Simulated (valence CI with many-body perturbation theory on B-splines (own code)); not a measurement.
Which ion has this spectrum?

A relativistic CI+MBPT calculation for an atom or ion with 14 electrons gives these levels (cm⁻¹):

| J | Parity | E | g |
| --- | --- | --- | --- |
| 0 | even | 0 |  |
| 1 | even | 4186 | 1.50 |
| 2 | even | 9435 | 1.48 |
| 2 | even | 32604 | 1.02 |
| 0 | even | 67960 |  |
| 2 | odd | 161301 | 2.00 |
| 1 | odd | 220969 | 0.51 |
| 2 | odd | 221065 | 1.17 |
| 3 | odd | 222095 | 1.33 |
| 0 | odd | 254026 |  |
| 1 | odd | 254238 | 1.49 |
| 2 | odd | 254423 | 1.48 |
| 2 | odd | 279958 | 1.01 |
| 1 | odd | 328305 | 1.85 |

The energies are calculated, with errors of perhaps 100 cm⁻¹, more in some levels.

Which is it?
A. V9+
B. Sc7+
C. Mn11+
D. Ti8+

A. V9+, ground level 3s2 3p2 3P_0.
